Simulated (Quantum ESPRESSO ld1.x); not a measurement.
Input (ld1.x (Quantum ESPRESSO 7.5)):

```
 &input
    zed=74.0,
    iswitch=1,
    rel=1,
    lsd=1,
    dft='SLA-VWN',
    config='[Kr] 4d10 4f11 5s1',
    verbosity='high',
    prefix='ld1',
    max_out_wfc=37,
    file_charge='ld1.rho',
 /
```

It prints (banner and zero overlaps left out):

```
     Program LD1 v.7.5 starts

     --------------------------- All-electron run ----------------------------

     scalar relativistic calculation

     atomic number is 74.00
     dft =SLA-VWN   lsd =1 sic =0 latt =0  beta=0.20 tr2=1.0E-14
     Exchange-correlation= SLA-VWN
                           (   1   2   0   0   0   0   0)
     mesh =2115 r(mesh) = 100.27685 a.u. xmin = -8.00 dx = 0.00800
     1 Ry =  13.60569312 eV, c = 137.03599908

     n l     nl                  e(Ry)          e(Ha)          e(eV)
     1 0     1S 1( 1.00)   -5130.776168596   -2565.388084298 -69807.7660327
     2 0     2S 1( 1.00)    -907.790843944    -453.895421972 -12351.1236426
     2 1     2P 1( 3.00)    -797.557038351    -398.778519175 -10851.3163119
     3 0     3S 1( 1.00)    -229.553635975    -114.776817987  -3123.2363263
     3 1     3P 1( 3.00)    -196.908602617     -98.454301308  -2679.0780205
     4 0     4S 1( 1.00)     -67.808947547     -33.904473774   -922.5877313
     4 1     4P 1( 3.00)     -56.960814212     -28.480407106   -774.9913582
     3 2     3D 1( 5.00)    -159.307168307     -79.653584154  -2167.4844443
     4 2     4D 1( 5.00)     -43.212361379     -21.606180690   -587.9341280
     4 3     4F 1( 7.00)     -27.794123714     -13.897061857   -378.1583179
     5 0     5S 1( 1.00)     -28.075365956     -14.037682978   -381.9848135
     1 0     1S 2( 1.00)   -5130.758272420   -2565.379136210 -69807.5225428
     2 0     2S 2( 1.00)    -907.771767036    -453.885883518 -12350.8640880
     2 1     2P 2( 3.00)    -797.540369407    -398.770184704 -10851.0895194
     3 0     3S 2( 1.00)    -229.381505909    -114.690752955  -3120.8943775
     3 1     3P 2( 3.00)    -196.736073634     -98.368036817  -2676.7306441
     4 0     4S 2( 1.00)     -67.512770016     -33.756385008   -918.5580307
     4 1     4P 2( 3.00)     -56.669897228     -28.334948614   -771.0332310
     3 2     3D 2( 5.00)    -159.170463468     -79.585231734  -2165.6244802
     4 2     4D 2( 5.00)     -42.921535407     -21.460767704   -583.9772391
     4 3     4F 2( 4.00)     -27.487346655     -13.743673328   -373.9844034
     5 0     5S 2( 0.00)     -27.779069356     -13.889534678   -377.9534929

     final scf error:  4.3E-15 reached in  31 iterations

     Etot =  -32083.211745 Ry,  -16041.605873 Ha, -436514.333406 eV
     Total magnetization:    4.00 Bohr mag.

     Ekin =   35366.066185 Ry,   17683.033092 Ha,  481179.843476 eV
     Encl =  -77795.169541 Ry,  -38897.584771 Ha,-1058457.203228 eV
     Eh   =   10945.751025 Ry,    5472.875512 Ha,  148924.529446 eV
     Exc  =    -599.859414 Ry,    -299.929707 Ha,   -8161.503100 eV
```

Run on one thread of a shared host, so times are rough (Intel(R) Xeon(R) Processor @ 2.60GHz): 0.88 s of CPU time, 0.89 s wall, 31 iterations on 2115 mesh points.
